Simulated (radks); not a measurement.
Task: These are the eigenvalues of the occupied orbitals of an atom or ion with whole-number occupations (eV). All-electron calculation, non-relativistic Kohn-Sham, Slater X-alpha with alpha = 0.642, spin-polarised, spherical densities, point nucleus. Program: a radial shooting solver on a logarithmic mesh with Libxc functionals.

orbital  eigenvalue
1s up     -767.0200
1s down   -765.3535
2s up     -115.1367
2s down   -111.3614
2p up      -98.5506

Which element is it, and in what charge state? The configuration may be excited. Open shells, if any, are filled with parallel spins first.

Result: Z = 9, fluorine, charge +4: F4+ in [He] 2s2 2p1. The list shows which subshells hold electrons but not how many an open one holds; the 1s level, -28.187 hartree, gives Z - s = 7.5 by -(Z - s)^2/2, which with screening narrows Z to a few neighbours, and the depths of the outer levels then fix element, charge and occupations together.
